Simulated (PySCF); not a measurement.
SbHBr₂, SMILES [Br][SbH][Br].

Geometry optimised at PBE0-D3(BJ)/def2-SVP. The structure was generated by enumeration; whether it is a known compound was not checked. The def2 effective core potentials stand for the cores of Sb; spin–orbit coupling is left out.

The numbers are results of r2SCAN/def2-TZVPD run with PySCF, not measurements.

Symmetry labels are those of the subgroup Cs that the program uses (full group Cs).

Q: List the valence orbital energies around the gap with their symmetry. (An estimate is asked for; the answer gives what the named calculation found.)

A: 
```csv
orbital,symmetry,energy (eV)
HOMO−7,A',-15.01
HOMO−6,A',-9.79
HOMO−5,A",-9.74
HOMO−4,A',-8.69
HOMO−3,A',-7.78
HOMO−2,A",-7.68
HOMO−1,A",-7.51
HOMO,A',-6.96
LUMO,A',-2.89
LUMO+1,A",-2.65
LUMO+2,A',-0.99
LUMO+3,A',0.69
```
